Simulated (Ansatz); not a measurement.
Geometry optimisation of Fe(NH2)2 (FeN₂H₄).

```yaml
crystal:
  periodic: [false, false, false]
  atoms:
    - {symbol: Fe, position_ang: [0.276740, -1.093610, -0.060470]}
    - {symbol: N, position_ang: [0.049410, -0.135840, 1.594330]}
    - {symbol: H, position_ang: [-0.208060, 0.845870, 1.663910]}
    - {symbol: H, position_ang: [0.153060, -0.452380, 2.552510]}
    - {symbol: N, position_ang: [-0.024480, 0.029630, -1.596210]}
    - {symbol: H, position_ang: [0.037460, -0.206060, -2.581110]}
    - {symbol: H, position_ang: [-0.284130, 1.012380, -1.572950]}
basis:
  gaussian: {orbitals: def2-TZVP}
magnetization: {spin_polarized: true, initial_magnetization: 4}
hamiltonian: {xc: pbe0, dispersion: d4}
scf: {lower_state_search: "off"}
output: {orbitals: {seedname: orbitals}}
relax: {f_tol: 0.02, max_steps: 100}
```

```sh
$ ansatz run in.yaml --threads 2 --pin off --events-out ev --progress --plain --max-ram 4352MiB
```

Output, abridged:

```
Functional definition: PBE0
mean field -37424.06972291 eV, -1375.3091953716 hartree, gradient 1.4e-6 eV, S^2 6.013823; 0 other end points of the search recorded, 0 dependent functions left out
relax step   1: F+E_penalty+E_count = -37424.15044072 eV  Δ(F+E_penalty+E_count) = +0.000e0 eV  max|allowed force component| = 2.717e0 eV/Å  Δτ_max = 0.0000 Å  (54 SCF iters, accepted)
mean field -37424.46225357 eV, -1375.3236206070 hartree, gradient 2.7e-6 eV, S^2 6.014015; 0 other end points of the search recorded, 0 dependent functions left out
relax step   2: F+E_penalty+E_count = -37424.54168055 eV  Δ(F+E_penalty+E_count) = -3.912e-1 eV  max|allowed force component| = 1.586e0 eV/Å  Δτ_max = 0.1946 Å  (39 SCF iters, accepted)
mean field -37424.67423537 eV, -1375.3314107945 hartree, gradient 2.6e-6 eV, S^2 6.013861; 0 other end points of the search recorded, 0 dependent functions left out
relax step   3: F+E_penalty+E_count = -37424.75320485 eV  Δ(F+E_penalty+E_count) = -2.115e-1 eV  max|allowed force component| = 3.628e-1 eV/Å  Δτ_max = 0.1944 Å  (37 SCF iters, accepted)
mean field -37424.79865483 eV, -1375.3359831253 hartree, gradient 2.1e-6 eV, S^2 6.013383; 0 other end points of the search recorded, 0 dependent functions left out
relax step   4: F+E_penalty+E_count = -37424.87532322 eV  Δ(F+E_penalty+E_count) = -1.221e-1 eV  max|allowed force component| = 2.862e-1 eV/Å  Δτ_max = 0.1943 Å  (48 SCF iters, accepted)
mean field -37424.88528315 eV, -1375.3391666574 hartree, gradient 2.1e-6 eV, S^2 6.012802; 0 other end points of the search recorded, 0 dependent functions left out
relax step   5: F+E_penalty+E_count = -37424.96113562 eV  Δ(F+E_penalty+E_count) = -8.581e-2 eV  max|allowed force component| = 2.834e-1 eV/Å  Δτ_max = 0.2000 Å  (40 SCF iters, accepted)
mean field -37424.94221556 eV, -1375.3412588848 hartree, gradient 3.4e-6 eV, S^2 6.012618; 0 other end points of the search recorded, 0 dependent functions left out
relax step   6: F+E_penalty+E_count = -37425.01766090 eV  Δ(F+E_penalty+E_count) = -5.653e-2 eV  max|allowed force component| = 1.052e-1 eV/Å  Δτ_max = 0.2000 Å  (52 SCF iters, accepted)
mean field -37424.95660704 eV, -1375.3417877621 hartree, gradient 2.1e-6 eV, S^2 6.012502; 0 other end points of the search recorded, 0 dependent functions left out
relax step   7: F+E_penalty+E_count = -37425.03198543 eV  Δ(F+E_penalty+E_count) = -1.432e-2 eV  max|allowed force component| = 1.257e-2 eV/Å  Δτ_max = 0.1324 Å  (40 SCF iters, accepted)
mean field -37424.95743538 eV, -1375.3418182028 hartree, gradient 1.4e-6 eV, S^2 6.012502; 0 other end points of the search recorded, 0 dependent functions left out
relax step   8: F+E_penalty+E_count = -37425.03277114 eV  Δ(F+E_penalty+E_count) = -7.857e-4 eV  max|allowed force component| = 3.587e-2 eV/Å  Δτ_max = 0.0442 Å  (38 SCF iters, accepted)
mean field -37424.96753472 eV, -1375.3421893469 hartree, gradient 2.6e-6 eV, S^2 6.012654; 0 other end points of the search recorded, 0 dependent functions left out
relax step   9: F+E_penalty+E_count = -37425.04288747 eV  Δ(F+E_penalty+E_count) = -1.012e-2 eV  max|allowed force component| = 5.072e-2 eV/Å  Δτ_max = 0.2000 Å  (47 SCF iters, accepted)
mean field -37424.87567891 eV, -1375.3388137081 hartree, gradient 6.2e-6 eV, S^2 6.013246; 0 other end points of the search recorded, 0 dependent functions left out
relax step  10: F+E_penalty+E_count = -37424.95083104 eV  Δ(F+E_penalty+E_count) = +9.206e-2 eV  max|allowed force component| = 1.341e0 eV/Å  Δτ_max = 0.1937 Å  (48 SCF iters, rejected (line search))
mean field -37424.97681222 eV, -1375.3425302887 hartree, gradient 2.4e-6 eV, S^2 6.012786; 0 other end points of the search recorded, 0 dependent functions left out
relax step  11: F+E_penalty+E_count = -37425.05218338 eV  Δ(F+E_penalty+E_count) = -9.296e-3 eV  max|allowed force component| = 5.657e-2 eV/Å  Δτ_max = 0.0969 Å  (33 SCF iters, accepted)
mean field -37424.98406332 eV, -1375.3427967618 hartree, gradient 2.3e-6 eV, S^2 6.012943; 0 other end points of the search recorded, 0 dependent functions left out
relax step  12: F+E_penalty+E_count = -37425.05943259 eV  Δ(F+E_penalty+E_count) = -7.249e-3 eV  max|allowed force component| = 2.097e-1 eV/Å  Δτ_max = 0.0976 Å  (50 SCF iters, accepted)
mean field -37424.97994597 eV, -1375.3426454520 hartree, gradient 9.9e-6 eV, S^2 6.013120; 0 other end points of the search recorded, 0 dependent functions left out
relax step  13: F+E_penalty+E_count = -37425.05523141 eV  Δ(F+E_penalty+E_count) = +4.201e-3 eV  max|allowed force component| = 5.926e-1 eV/Å  Δτ_max = 0.1462 Å  (83 SCF iters, rejected (line search))
mean field -37424.99240850 eV, -1375.3431034415 hartree, gradient 2.0e-6 eV, S^2 6.012971; 0 other end points of the search recorded, 0 dependent functions left out
relax step  14: F+E_penalty+E_count = -37425.06785219 eV  Δ(F+E_penalty+E_count) = -8.420e-3 eV  max|allowed force component| = 5.808e-2 eV/Å  Δτ_max = 0.0731 Å  (62 SCF iters, accepted)
mean field -37424.99603125 eV, -1375.3432365750 hartree, gradient 1.7e-6 eV, S^2 6.013032; 0 other end points of the search recorded, 0 dependent functions left out
relax step  15: F+E_penalty+E_count = -37425.07149029 eV  Δ(F+E_penalty+E_count) = -3.638e-3 eV  max|allowed force component| = 1.465e-1 eV/Å  Δτ_max = 0.0729 Å  (98 SCF iters, accepted)
mean field -37424.99726024 eV, -1375.3432817397 hartree, gradient 9.7e-7 eV, S^2 6.013046; 0 other end points of the search recorded, 0 dependent functions left out
relax step  16: F+E_penalty+E_count = -37425.07270657 eV  Δ(F+E_penalty+E_count) = -1.216e-3 eV  max|allowed force component| = 6.734e-2 eV/Å  Δτ_max = 0.0263 Å  (84 SCF iters, accepted)
mean field -37424.99970290 eV, -1375.3433715056 hartree, gradient 2.3e-6 eV, S^2 6.013116; 0 other end points of the search recorded, 0 dependent functions left out
relax step  17: F+E_penalty+E_count = -37425.07517532 eV  Δ(F+E_penalty+E_count) = -2.469e-3 eV  max|allowed force component| = 8.610e-3 eV/Å  Δτ_max = 0.0563 Å  (126 SCF iters, accepted)
mean field -37424.96509370 eV, -1375.3420996412 hartree, gradient 1.6e-6 eV, S^2 6.013159; 0 other end points of the search recorded, 0 dependent functions left out
relax step  18: F+E_penalty+E_count = -37425.04047388 eV  Δ(F+E_penalty+E_count) = +3.470e-2 eV  max|allowed force component| = 7.321e-1 eV/Å  Δτ_max = 0.1956 Å  (134 SCF iters, rejected (line search))
mean field -37424.99733198 eV, -1375.3432843758 hartree, gradient 2.3e-6 eV, S^2 6.013162; 0 other end points of the search recorded, 0 dependent functions left out
relax step  19: F+E_penalty+E_count = -37425.07277419 eV  Δ(F+E_penalty+E_count) = +2.401e-3 eV  max|allowed force component| = 1.693e-1 eV/Å  Δτ_max = 0.0929 Å  (39 SCF iters, rejected (line search))
mean field -37425.00023221 eV, -1375.3433909575 hartree, gradient 1.8e-6 eV, S^2 6.013141; 0 other end points of the search recorded, 0 dependent functions left out
relax step  20: F+E_penalty+E_count = -37425.07569862 eV  Δ(F+E_penalty+E_count) = -5.233e-4 eV  max|allowed force component| = 3.936e-2 eV/Å  Δτ_max = 0.0424 Å  (26 SCF iters, accepted)
mean field -37425.00033833 eV, -1375.3433948572 hartree, gradient 2.3e-6 eV, S^2 6.013128; 0 other end points of the search recorded, 0 dependent functions left out
relax step  21: F+E_penalty+E_count = -37425.07581480 eV  Δ(F+E_penalty+E_count) = -1.162e-4 eV  max|allowed force component| = 9.508e-3 eV/Å  Δτ_max = 0.0056 Å  (34 SCF iters, accepted)
Total energy: -37425.07585112 eV, -1375.3461699011 hartree
Atom 0 at     0.000318    -0.000409    -0.000032 Å, force    -0.001709    -0.000018     0.000074 eV/Å
Atom 1 at     0.044655    -0.089645     1.846298 Å, force     0.007449     0.009508    -0.001249 eV/Å
Atom 2 at     0.468741     0.590977     2.458474 Å, force    -0.005262    -0.008184    -0.003831 eV/Å
Atom 3 at    -0.347880    -0.827939     2.410276 Å, force    -0.001172    -0.001112     0.003357 eV/Å
Atom 4 at    -0.045716     0.089580    -1.846284 Å, force     0.005813    -0.002766     0.001888 eV/Å
Atom 5 at     0.648865    -0.289508    -2.472006 Å, force    -0.005860     0.003300     0.002039 eV/Å
Atom 6 at    -0.768984     0.526936    -2.396716 Å, force     0.000741    -0.000728    -0.002277 eV/Å
Dipole moment:     0.001201    -0.000143    -0.000035 e Å
Checks for a lower state left out: stability, starts, cluster_reference, orbital_swaps, neighbouring_geometries, increment
```

Run time 2.6 min (2 threads of Intel Xeon Platinum 8375C on a shared host).
